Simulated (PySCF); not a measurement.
A structure optimised at PBE0-D3(BJ)/def2-TZVP, used in a PySCF frequency run:

```xyz
8

Cd    -0.0445    -0.6996     0.0000
C      0.6892     1.4054     0.0000
C     -0.4250     2.3918     0.0000
H      1.2943     1.3588     0.9045
H      1.2943     1.3588    -0.9045
H     -1.0474     2.3487    -0.8930
H     -1.0474     2.3487     0.8930
H      0.0579     3.3827     0.0000
```
Charge +1, spin multiplicity 1.

Problem. Write its SMILES, formula and point group.

Solution. C[CH2][Cd+], C2H5Cd, Cs

Problem. What are its rotational constants (standard atomic weights)?

Solution. 29.866, 2.9105, 2.7459 GHz
